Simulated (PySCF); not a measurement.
## Checking a proposed structure

A compound C7H10OSi gives the data below (simulated from a calculation) and was assigned the structure `C=C([SiH2]C)c1ccoc1`.

¹³C{¹H} NMR (computed): δ 139.3 (CH, 2C), 137.0 (C), 135.4 (CH), 132.9 (CH, 2C), 54.2 (CH3).

¹H NMR (300 MHz, computed): δ 7.83 (m, 2H), 7.66 (m, 2H), 7.66 (m, 1H), 5.39 (s, 2H), 4.02 (s, 3H).

[PySCF: NMR shieldings at PBE0/pcSseg-1/GIAO; structure optimised with GFN2-xTB; in vacuum; equivalent nuclei averaged; one conformer; no relativistic terms]

Shifts are taken against calculated references (same method and geometry level): ¹H (σ = 31.72 ppm) and ¹³C (σ = 186.93 ppm) vs TMS.

(1) Compare with the shifts computed for the proposed structure, pairing carbons in order of shift.

(2) Which isomer fits?

Answers

(1) Atom-mapped SMILES (the numbers label the heavy atoms): `[CH2:1]=[C:2]([SiH2:3][CH3:4])[c:5]1[cH:6][cH:7][o:8][cH:9]1` (H(Xn): hydrogen on atom n).

```tsv
atom	computed for proposal	given list	difference
C7	148.1	139.3	+8.8
C2	144.9	139.3	+5.6
C9	142.6	137.0	+5.6
C5	134.9	135.4	-0.5
C1	132.3	132.9	-0.6
C6	117.5	132.9	-15.4
C4	-6.0	54.2	-60.2
```

The rms difference is 23.9 ppm and the largest -60.2 ppm at C4 (methyl carbon bonded to Si). The proposal also would give 7 carbon signals, not 5. The carbon types in order of shift don't match either: CH, C, CH, C, CH2, CH, CH3 for the proposal against CH, CH, C, CH, CH, CH, CH3 in the data. The proposal doesn't fit.

(2) SMILES C1=CC=CC=C1[SiH2]OC.

1. Carbon types of the structure: 1 × C, 5 × CH, 1 × CH3, leaving 2 H on heteroatoms.
2. δC 139.3, 135.4, 132.9: aromatic CH; the aromatic region.
3. δC 137.0: substituted aromatic carbon.
4. δH 7.83, 7.66, 7.66: hydrogen on an aromatic CH; the ring current deshields protons in the ring plane.
5. δH 4.02: hydrogen on a methyl carbon bonded to O; its carbon carries O, hence the downfield position.

Other isomers checked: C=COC1=CC(=C)[Si@H]1C (rms 30.8 ppm).

The data come from this structure; uniqueness wasn't tested.

Shifts are as computed. Against solution values, carbons near 30 ppm lie about +3 ppm off and those near 130 ppm about +5 ppm. Of 1309 compounds with measured shifts, 239 miss one by over three times the rms of a fit or turn the order of signals round; such compounds aren't used in these exercises. Multiplicities follow the n + 1 count of equivalent neighbours, as no J values were calculated; m marks all less simple cases, F and P coupling included.
